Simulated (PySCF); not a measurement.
Compound: C2H9OSSi2 (doublet state).
Geometry (GFN2-xTB, Å), atoms numbered from 1 in this order:
```xyz
15
C2H9OSSi2 angstrom
C      2.3182   -0.3505    1.1626
S      0.9291   -1.3178    0.5180
Si    -0.6569    0.1994    0.5222
C     -0.0271    1.7499   -0.3870
Si    -2.2086   -0.8025   -0.8219
O     -2.4470   -2.3782   -0.4698
H      2.6242    0.3799    0.4194
H      3.1292   -1.0457    1.3548
H      2.0265    0.1427    2.0856
H     -0.6525    0.5793    1.9583
H      0.2774    1.5295   -1.4064
H      0.8230    2.1933    0.1239
H     -0.8057    2.5047   -0.4313
H     -3.6130   -0.3917   -0.8450
H     -1.7213   -2.9842   -0.3451
```

The hyperfine couplings belong to this conformer and change with its torsions.

The species is `CS[Si@@H](C)[SiH]O` [radical].

The calculation used UKS B3LYP, pcH-1 on C H O S Si, non-relativistic, mean-field spin-orbit, GIAO in PySCF. The structure is a single GFN2-xTB conformer in the gas phase; no vibrational or solvent corrections. The geometry wasn't refined by DFT: couplings that depend on bond lengths, twists or pyramidal angles can differ widely from those at the functional's own minimum, by a factor of two or more for some ions and for spin on atoms past the first row. The SCF solution wasn't tested for stability.

Principal values of hyperfine tensors in MHz (contact, dipolar and spin–orbit terms together), for some of the nuclei:

```tsv
atom	isotope	A1	A2	A3
Si5	29Si	-612.84	-399.30	-395.52
H10	1H	66.45	68.44	71.90
H14	1H	48.62	56.80	63.31
O6	17O	-52.87	7.91	9.11
H15	1H	-16.60	-11.35	8.21
H9	1H	1.28	1.88	3.32
C4	13C	-2.49	-1.72	-1.15
H12	1H	-2.58	-1.87	0.19
```

**Question.** Give the isotropic coupling of each nucleus in MHz and in mT (g = 2.0030), and the anisotropic part.

**Answer.** a_iso is a third of the trace, T = A − a_iso, and a(mT) = a(MHz)/(g × 13.996). The tensors hold a spin–orbit part: the run splits a_iso into a_FC + a_SO, and T includes its anisotropic share.

| atom | a_iso (MHz) | a_FC | a_SO | a_iso (mT) | T1 | T2 | T3 |
| --- | --- | --- | --- | --- | --- | --- | --- |
| Si5 | -469.22 | -470.09 | 0.87 | -16.737 | -143.62 | 69.92 | 73.71 |
| H10 | 68.93 | 68.92 | 0.00 | 2.459 | -2.48 | -0.49 | 2.97 |
| H14 | 56.25 | 56.23 | 0.01 | 2.006 | -7.63 | 0.56 | 7.07 |
| O6 | -11.95 | -11.84 | -0.11 | -0.426 | -40.92 | 19.86 | 21.06 |
| H15 | -6.58 | -6.63 | 0.05 | -0.235 | -10.03 | -4.77 | 14.79 |
| H9 | 2.16 | 2.16 | 0.00 | 0.077 | -0.88 | -0.28 | 1.16 |
| C4 | -1.79 | -1.79 | 0.00 | -0.064 | -0.71 | 0.07 | 0.64 |
| H12 | -1.42 | -1.42 | 0.00 | -0.051 | -1.16 | -0.45 | 1.61 |

**Question.** What spin density at the nucleus of O6 lies behind its contact coupling (g_N = -0.75752)?

**Answer.** a_FC = (2μ0/3) gₑ μB g_N μN ρ(0)/(2S·h) = 800.24 MHz × g_N × ρ(0)/(2S), with ρ in bohr⁻³. With a_FC = -11.84 MHz and 2S = 1, ρ(0) = 0.01953 bohr⁻³. The nuclear moment is negative, so coupling and spin density have opposite signs.

**Question.** Si3 (29Si, g_N = -1.11058) isn't in the table. Its spin density at the nucleus is 0.131 bohr⁻³. What is its contact coupling?

**Answer.** By the same relation, a_FC = -116.5 MHz. The spin–orbit term adds +0.15 MHz. Its full tensor has the principal values -138.09, -107.77, -103.07 MHz.

**Question.** Name the largest traceless tensor T of the table and describe it.

**Answer.** Si5: -143.6, 69.9, 73.7 MHz (the dipolar term alone has -142.8, 69.6, 73.2), nearly axial, close to the ratio +1:+1:−2, the form that spin in one p orbital centred on that nucleus gives (the nuclear moment is negative).

Time: 70 s (grids of density and orbitals included); peak memory 1.0 GiB. Hardware: one thread, Arm Neoverse V2 (aarch64), no GPU (shared host).
